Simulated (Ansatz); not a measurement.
The inner images of a band of AlBrCl3H (6 atoms, charge 0, multiplicity 1) are given out of order.

Theory: Ansatz, RKS PBE0/def2-SVP.

First end point:

```xyz
6
Properties=species:S:1:pos:R:3
Al 0.010 -0.013 0.118
Cl 0.002 0.638 2.127
Cl 1.806 0.119 -0.955
Cl -1.798 0.027 -0.940
Br 0.079 -2.625 0.820
H 0.078 -2.173 2.177
```

Last end point:

```xyz
6
Properties=species:S:1:pos:R:3
Al 0.021 -0.615 -0.188
Cl 0.014 0.095 2.268
Cl 1.803 0.281 -0.831
Cl -1.803 0.198 -0.824
Br 0.076 -2.823 0.340
H 0.065 -1.164 2.581
```

Put them in order from the first end to the last, with their energies above the first end.
A.
```xyz
6
Properties=species:S:1:pos:R:3
Al 0.020 -0.344 0.034
Cl 0.017 0.166 2.238
Cl 1.827 0.168 -0.883
Cl -1.815 0.083 -0.872
Br 0.076 -2.662 0.844
H 0.053 -1.439 1.985
```
B.
```xyz
6
Properties=species:S:1:pos:R:3
Al 0.014 -0.136 0.106
Cl 0.009 0.404 2.184
Cl 1.819 0.131 -0.917
Cl -1.811 0.040 -0.903
Br 0.081 -2.673 0.856
H 0.066 -1.795 2.020
```
C.
```xyz
6
Properties=species:S:1:pos:R:3
Al 0.024 -0.581 -0.147
Cl 0.019 0.098 2.282
Cl 1.810 0.267 -0.835
Cl -1.807 0.179 -0.821
Br 0.079 -2.784 0.471
H 0.052 -1.207 2.396
```
D.
```xyz
6
Properties=species:S:1:pos:R:3
Al 0.016 -0.232 0.081
Cl 0.013 0.281 2.209
Cl 1.824 0.148 -0.898
Cl -1.815 0.058 -0.885
Br 0.079 -2.666 0.873
H 0.061 -1.616 1.967
```
E.
```xyz
6
Properties=species:S:1:pos:R:3
Al 0.012 -0.068 0.113
Cl 0.006 0.519 2.156
Cl 1.812 0.124 -0.939
Cl -1.805 0.032 -0.924
Br 0.081 -2.655 0.836
H 0.071 -1.980 2.105
```
F.
```xyz
6
Properties=species:S:1:pos:R:3
Al 0.022 -0.447 -0.027
Cl 0.019 0.100 2.273
Cl 1.824 0.203 -0.864
Cl -1.815 0.117 -0.851
Br 0.077 -2.691 0.739
H 0.052 -1.311 2.077
```
G.
```xyz
6
Properties=species:S:1:pos:R:3
Al 0.023 -0.530 -0.093
Cl 0.019 0.094 2.290
Cl 1.817 0.239 -0.845
Cl -1.812 0.151 -0.831
Br 0.078 -2.738 0.606
H 0.052 -1.243 2.221
```

E (+0.3 kcal/mol), B (+1.1 kcal/mol), D (+2.7 kcal/mol), A (+4.1 kcal/mol), F (+2.6 kcal/mol), G (+0.7 kcal/mol), C (-0.1 kcal/mol).

Run time: 95 s on 4 threads of Arm Neoverse V2, with other jobs on the host, peak memory 0.29 GiB.
